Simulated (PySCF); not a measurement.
# How methods differ on the ionisation energy of Ce

Ce [Xe] 4f1 5d1 6s2 [4f5/2^1 5d3/2^1, M_J = 4] → Ce⁺ [Xe] 4f1 5d2 [4f5/2^1 5d3/2^2, M_J = 9/2], as a difference of total energies. All numbers are calculated (PySCF 2.14, the two-component X2C-1e Hamiltonian, in x2c-TZVPall-2c (11s11p10d4f1g, 131 functions)). Correlated levels: [Ar] 3d10 frozen; the 18 highest virtual spinors dropped. "Screened" scales the spin-orbit matrix elements by Boettger's factors to mimic the two-electron term; Breit and QED terms are absent.

```csv
method,ionisation energy (eV)
GHF (screened spin-orbit),4.781
GMP2 (screened spin-orbit),5.605
```

Question: How much does correlation contribute at GMP2 (screened spin-orbit)?

Answer: 5.605 − (4.781) = 0.824 eV, measured against GHF (screened spin-orbit).

The labels give the starting determinants; with spin-orbit coupling the two ends relaxed to ⟨J²⟩ = 20.07, ⟨L²⟩ = 30.18, ⟨S²⟩ = 2.58 and ⟨J²⟩ = 25.54, ⟨L²⟩ = 39.36, ⟨S²⟩ = 3.24.

The determinant of Ce⁺ mixes levels of different J (the jj label is only the starting occupation), so the difference between spin-free and spin-orbit rows is not the physical spin-orbit shift.

For comparison: 5.539 eV (measured; NIST Atomic Spectra Database, ionization energies).
